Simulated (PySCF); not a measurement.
Spin-rotation constants: `InChI=1S/C5H9AsBN/c1-5(2)7-6-3-4-8-7/h6-7H,1,3H2,2H3/t7-/m0/s1`

Cartesian coordinates in Å; atom numbers follow the order of the lines, from 1:
```xyz
17

C    -1.620   -1.380    0.044
C    -0.670   -1.778    0.883
C    -0.576   -3.223    1.282
B     0.402   -0.786    1.517
N    -0.399    0.333    2.368
C    -0.082    1.129    1.550
C     0.320    1.971    0.497
As    1.381    0.371   -0.167
H    -2.358   -2.051   -0.367
H    -1.717   -0.342   -0.254
H    -0.692   -3.315    2.360
H    -1.336   -3.826    0.790
H     0.409   -3.612    1.024
H     1.274   -1.189    2.199
H     0.917    2.830    0.795
H    -0.501    2.257   -0.158
H     2.580    0.765    0.677
```

Level of theory: GIAO B3LYP/pcSseg-1 magnetisability, rotational g tensor and spin-rotation constants, non-relativistic, gas phase in PySCF 2.14.0. Geometry: GFN2-xTB.

The calculation is non-relativistic, which matters for the atoms heavier than Zn.

Give the nuclear spin-rotation constants along the inertial axes (H = +C I·J) beside the isotropic shieldings.

Rotational constants 2.3729, 1.0507, 0.8973 GHz. A star marks the isotopologue with that one atom substituted, in its own axes.
```
atom  isotope  Caa (kHz)  Cbb (kHz)  Ccc (kHz)  mean (kHz)  σ (ppm)
  B4      11B      0.390      0.219      0.023       0.211    135.2
  N5      14N      0.296      0.249      0.069       0.205     -6.9
 As8     75As      3.331      1.401      0.633       1.788   1779.7
  H9       1H      0.039     -0.109     -0.029      -0.033     26.4
 H10       1H      0.052     -0.100     -0.060      -0.036     27.5
 H11       1H     -0.184     -0.049     -0.045      -0.093     29.5
 H12       1H     -0.064     -0.112     -0.043      -0.073     30.0
 H13       1H     -0.228     -0.014     -0.060      -0.101     29.6
 H14       1H     -0.218     -0.092      0.015      -0.099     29.8
 H15       1H     -0.001     -0.105     -0.089      -0.065     29.3
 H16       1H     -0.258     -0.118      0.012      -0.121     29.8
 H17       1H     -0.161     -0.100     -0.017      -0.093     29.0
  C1     13C*      1.031      0.222      0.250       0.501     59.4
  C2     13C*      1.227      0.199      0.390       0.605     13.1
  C3     13C*      0.356      0.187      0.156       0.233    151.5
  C6     13C*      0.453      0.478      0.304       0.411     45.2
  C7     13C*      0.258      0.137      0.069       0.155    191.6
```
For the geometry as given, no vibrational averaging.

How do the rotational constants and the g tensor change when H9, H10, H11, H12, H13, H14, H15, H16, H17 are replaced by deuterium?

Constants 2.1074, 0.9012, 0.8009 GHz; g -0.0261, -0.0071, -0.0061, against -0.0287, -0.0086, -0.0071 before.
